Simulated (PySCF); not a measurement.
# How methods differ on the ionisation energy of B(3+)

B(3+) 1s2 (1S) → B(4+) 1s1 (2S), as a difference of total energies. Calculation: PySCF 2.14, in an even-tempered Gaussian basis (17 s from 0.81 bohr⁻², ratio 2.2; 7 p from 1.3 bohr⁻², ratio 2.4; 4 d from 4 bohr⁻², ratio 2.4; 3 f from 6 bohr⁻², ratio 2.4; 3 g from 8.9 bohr⁻², ratio 2.4); the spin-free X2C one-electron Hamiltonian (Gaussian nucleus). Correlated levels: nothing frozen; virtual orbitals above 40 to 60 times the deepest correlated orbital energy dropped. The calculations carry no spin-orbit coupling.

```
                 method  ionisation energy (eV)
                    UHF                  258.19
    MP2 (all electrons)                  259.33
SCS-MP2 (all electrons)                  259.56
   CCSD (all electrons)                  259.39
```

Problem. How much does correlation contribute at MP2 (all electrons)?

Solution. 259.33 − (258.19) = 1.14 eV, measured against UHF.

With two correlated electrons CCSD is exact in that space.

For comparison: 259.37 eV (theoretical estimate listed by NIST; NIST Atomic Spectra Database, ionization energies).
